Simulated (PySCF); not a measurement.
C₃H₉Ge, SMILES C[C](C)[GeH3], multiplicity 2.

Coordinates come from a PBE0-D3(BJ)/def2-SVP optimisation. The isomer is the one that the SMILES or the coordinates give; other isomers of the formula were not compared.

These are PBE0-D3(BJ)/def2-SVP run with PySCF values and carry that method's errors.

Frequencies are harmonic and unscaled.

Computed vibrational spectrum:
| mode | ν (cm⁻¹) | IR (km/mol) | moving atoms (share of kinetic energy) |
|---|---|---|---|
| 1 | 43 | 0.0 | H 92 % |
| 2 | 90 | 1.2 | H 88 %, C 11 % |
| 3 | 113 | 0.0 | H 99 % |
| 4 | 226 | 0.2 | C 60 %, H 35 % |
| 5 | 257 | 0.7 | C 54 %, H 46 % |
| 6 | 297 | 2.9 | C 47 %, H 31 %, Ge 21 % |
| 7 | 532 | 7.4 | C 61 %, H 26 %, Ge 13 % |
| 8 | 559 | 39.5 | H 85 %, C 10 % |
| 9 | 586 | 38.1 | H 86 % |
| 10 | 842 | 175.8 | H 97 % |
| 11 | 875 | 39.0 | H 99 % |
| 12 | 892 | 28.4 | H 99 % |
| 13 | 927 | 0.2 | H 81 %, C 19 % |
| 14 | 965 | 0.0 | H 76 %, C 24 % |
| 15 | 965 | 3.9 | C 54 %, H 46 % |
| 16 | 993 | 0.2 | H 65 %, C 35 % |
| 17 | 1222 | 4.7 | C 66 %, H 34 % |
| 18 | 1256 | 0.9 | C 73 %, H 27 % |
| 19 | 1374 | 1.5 | H 69 %, C 31 % |
| 20 | 1381 | 2.4 | H 82 %, C 18 % |
| 21 | 1435 | 2.0 | H 96 % |
| 22 | 1441 | 6.9 | H 94 % |
| 23 | 1450 | 14.4 | H 96 % |
| 24 | 1465 | 3.4 | H 92 %, C 8 % |
| 25 | 2103 | 140.9 | H 99 % |
| 26 | 2141 | 95.9 | H 99 % |
| 27 | 2147 | 138.3 | H 98 % |
| 28 | 2993 | 19.8 | H 96 % |
| 29 | 2997 | 39.0 | H 96 % |
| 30 | 3060 | 36.8 | H 91 %, C 9 % |
| 31 | 3061 | 0.7 | H 91 %, C 9 % |
| 32 | 3140 | 13.5 | H 91 %, C 9 % |
| 33 | 3140 | 9.2 | H 91 %, C 9 % |
